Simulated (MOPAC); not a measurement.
Job for MOPAC: AM1 on C3H9B (SMILES BC(C)C), a point of a torsion scan.

```
AM1 1SCF PRECISE CHARGE=0 THREADS=1
C3H9B

B     -0.34377530 1     1.57170275 1     0.25483035 1
C      0.12774390 1     0.06605409 1     0.31355365 1
C      1.47564142 1    -0.15489827 1     1.00627311 1
C     -0.97122495 1    -0.70167561 1     1.07687623 1
H     -1.01095256 1     1.94491065 1    -0.62971152 1
H     -0.06267277 1     2.30833473 1     1.11783542 1
H      0.18925309 1    -0.38267753 1    -0.68426285 1
H      1.71983874 1    -1.21582525 1     1.04771156 1
H      1.45159779 1     0.23073707 1     2.02300424 1
H      2.26917136 1     0.35704585 1     0.46624813 1
H     -1.07237725 1    -0.31581939 1     2.08911397 1
H     -0.71583273 1    -1.75838331 1     1.13625685 1
H     -1.93155451 1    -0.60559904 1     0.57523696 1
```

It printed:

```
*******************************************************************************
 **                                                                           **
 **                              MOPAC v23.2.5                                **
 **                                                                           **
 *******************************************************************************
 ** MOPAC's Digital Object Identifier: https://doi.org/10.5281/zenodo.6511958 **
 **                                                                           **
 ** Please cite the open-source release paper for use of this MOPAC version:  **
 ** J. E. Moussa and J. J. P. Stewart (2026)                                  **
 ** MOPAC: An open-source semiempirical molecular orbital program             **
 ** J. Open Source Softw., 11(119), 8025, https://doi.org/10.21105/joss.08025 **
 *******************************************************************************

                              AM1 CALCULATION RESULTS

 *******************************************************************************
 *  AM1        - The AM1 Hamiltonian to be used
 *
 *
 *
 *                 CHARGE ON SYSTEM = 0
 *
 *
 *
 *  PRECISE    - TIGHTER CRITERIA TO BE USED
 *  1SCF       - DO 1 SCF AND THEN STOP
 *  THREADS=1  - MULTI-THREADING NOT USED
 *  T=         - A TIME OF 172800.0 SECONDS REQUESTED
 *  DUMP=N     - RESTART FILE WRITTEN EVERY 7200.0 SECONDS REQUESTED
 *******************************************************************************
AM1 1SCF PRECISE CHARGE=0 THREADS=1
 C3H9B

   ATOM   CHEMICAL          X               Y               Z
  NUMBER   SYMBOL      (ANGSTROMS)     (ANGSTROMS)     (ANGSTROMS)

     1       B         -0.34377530  *   1.57170275  *   0.25483035  *
     2       C          0.12774390  *   0.06605409  *   0.31355365  *
     3       C          1.47564142  *  -0.15489827  *   1.00627311  *
     4       C         -0.97122495  *  -0.70167561  *   1.07687623  *
     5       H         -1.01095256  *   1.94491065  *  -0.62971152  *
     6       H         -0.06267277  *   2.30833473  *   1.11783542  *
     7       H          0.18925309  *  -0.38267753  *  -0.68426285  *
     8       H          1.71983874  *  -1.21582525  *   1.04771156  *
     9       H          1.45159779  *   0.23073707  *   2.02300424  *
    10       H          2.26917136  *   0.35704585  *   0.46624813  *
    11       H         -1.07237725  *  -0.31581939  *   2.08911397  *
    12       H         -0.71583273  *  -1.75838331  *   1.13625685  *
    13       H         -1.93155451  *  -0.60559904  *   0.57523696  *



          CARTESIAN COORDINATES

    NO.       ATOM           X           Y           Z

     1         B         -0.3438      1.5717      0.2548
     2         C          0.1277      0.0661      0.3136
     3         C          1.4756     -0.1549      1.0063
     4         C         -0.9712     -0.7017      1.0769
     5         H         -1.0110      1.9449     -0.6297
     6         H         -0.0627      2.3083      1.1178
     7         H          0.1893     -0.3827     -0.6843
     8         H          1.7198     -1.2158      1.0477
     9         H          1.4516      0.2307      2.0230
    10         H          2.2692      0.3570      0.4662
    11         H         -1.0724     -0.3158      2.0891
    12         H         -0.7158     -1.7584      1.1363
    13         H         -1.9316     -0.6056      0.5752

  H: (AM1): M.J.S. DEWAR ET AL, J. AM. CHEM. SOC. 107 3902-3909 (1985)
  B: (AM1): M.J.S. DEWAR ET AL, ORGANOMETALLICS, 7, 513-521 (1988)
  C: (AM1): M.J.S. DEWAR ET AL, J. AM. CHEM. SOC. 107 3902-3909 (1985)

           Empirical Formula: C3 H9 B  =    13 atoms



      MOLECULAR POINT GROUP   :   C1


      RHF CALCULATION, NO. OF DOUBLY OCCUPIED LEVELS = 12


 -------------------------------------------------------------------------------
 AM1 1SCF PRECISE CHARGE=0 THREADS=1
 C3H9B



     1SCF WAS SPECIFIED, SO BFGS WAS NOT USED
     SCF FIELD WAS ACHIEVED


                              AM1 CALCULATION
                                                       MOPAC v23.2.5 Linux




          FINAL HEAT OF FORMATION =          2.70694 KCAL/MOL =      11.32584 KJ/MOL


          COSMO AREA              =        114.80 SQUARE ANGSTROMS
          COSMO VOLUME            =        102.52 CUBIC ANGSTROMS

          IONIZATION POTENTIAL    =         10.896224 EV
          HOMO LUMO ENERGIES (EV) =        -10.896  1.660
          NO. OF FILLED LEVELS    =         12
          MOLECULAR WEIGHT        =         55.9141         POINT GROUP:  C1

          MOLECULAR DIMENSIONS (Angstroms)

            Atom       Atom       Distance
            H     8    H     5     4.50125
            H    10    H    13     3.90241
            H     7    H     6     2.77514


          SCF CALCULATIONS        =          1





   ATOM   CHEMICAL          X               Y               Z
  NUMBER   SYMBOL      (ANGSTROMS)     (ANGSTROMS)     (ANGSTROMS)

     1       B         -0.34377530  *   1.57170275  *   0.25483035  *
     2       C          0.12774390  *   0.06605409  *   0.31355365  *
     3       C          1.47564142  *  -0.15489827  *   1.00627311  *
     4       C         -0.97122495  *  -0.70167561  *   1.07687623  *
     5       H         -1.01095256  *   1.94491065  *  -0.62971152  *
     6       H         -0.06267277  *   2.30833473  *   1.11783542  *
     7       H          0.18925309  *  -0.38267753  *  -0.68426285  *
     8       H          1.71983874  *  -1.21582525  *   1.04771156  *
     9       H          1.45159779  *   0.23073707  *   2.02300424  *
    10       H          2.26917136  *   0.35704585  *   0.46624813  *
    11       H         -1.07237725  *  -0.31581939  *   2.08911397  *
    12       H         -0.71583273  *  -1.75838331  *   1.13625685  *
    13       H         -1.93155451  *  -0.60559904  *   0.57523696  *

                             CARTESIAN COORDINATES

   1    B       -0.343775300     1.571702750     0.254830350
   2    C        0.127743900     0.066054090     0.313553650
   3    C        1.475641420    -0.154898270     1.006273110
   4    C       -0.971224950    -0.701675610     1.076876230
   5    H       -1.010952560     1.944910650    -0.629711520
   6    H       -0.062672770     2.308334730     1.117835420
   7    H        0.189253090    -0.382677530    -0.684262850
   8    H        1.719838740    -1.215825250     1.047711560
   9    H        1.451597790     0.230737070     2.023004240
  10    H        2.269171360     0.357045850     0.466248130
  11    H       -1.072377250    -0.315819390     2.089113970
  12    H       -0.715832730    -1.758383310     1.136256850
  13    H       -1.931554510    -0.605599040     0.575236960


           Empirical Formula: C3 H9 B  =    13 atoms



      MOLECULAR POINT GROUP   :   C1


                  EIGENVALUES
 -35.48031 -28.06317 -23.58372 -19.41274 -15.54454 -14.50041 -13.99061 -13.12211
 -12.27324 -12.00523 -11.14004 -10.89622   1.65982   2.84951   4.02877   4.27092
   4.43219   4.68215   4.86959   4.94021   5.11532   5.28951   5.31050   6.01136
   6.17639


              NET ATOMIC CHARGES AND DIPOLE CONTRIBUTIONS

  ATOM NO.   TYPE          CHARGE      No. of ELECS.   s-Pop       p-Pop
    1          B           0.299113        2.7009     1.24887     1.45202
    2          C          -0.265248        4.2652     1.23944     3.02580
    3          C          -0.191356        4.1914     1.21448     2.97687
    4          C          -0.195325        4.1953     1.21552     2.97981
    5          H          -0.078989        1.0790     1.07899
    6          H          -0.080535        1.0805     1.08053
    7          H           0.089945        0.9101     0.91005
    8          H           0.069285        0.9307     0.93071
    9          H           0.070895        0.9291     0.92911
   10          H           0.066415        0.9336     0.93358
   11          H           0.070181        0.9298     0.92982
   12          H           0.075822        0.9242     0.92418
   13          H           0.069797        0.9302     0.93020
 DIPOLE           X         Y         Z       TOTAL
 POINT-CHG.    -0.091     0.016     0.039     0.101
 HYBRID         0.080    -0.367     0.027     0.377
 SUM           -0.011    -0.351     0.067     0.357


          ATOMIC ORBITAL ELECTRON POPULATIONS

     Atom    s        px        py        pz
    1  B   1.24887   0.25911   0.63724   0.55567
    2  C   1.23944   0.95376   1.07362   0.99842
    3  C   1.21448   0.95934   1.01305   1.00448
    4  C   1.21552   0.97915   1.00073   0.99992
    5  H   1.07899
    6  H   1.08053
    7  H   0.91005
    8  H   0.93071
    9  H   0.92911
   10  H   0.93358
   11  H   0.92982
   12  H   0.92418
   13  H   0.93020

 **********************
 *                    *
 * JOB ENDED NORMALLY *
 *                    *
 **********************




 == MOPAC DONE ==
```

The run finished.

Cost: very roughly 0.06 core-seconds.
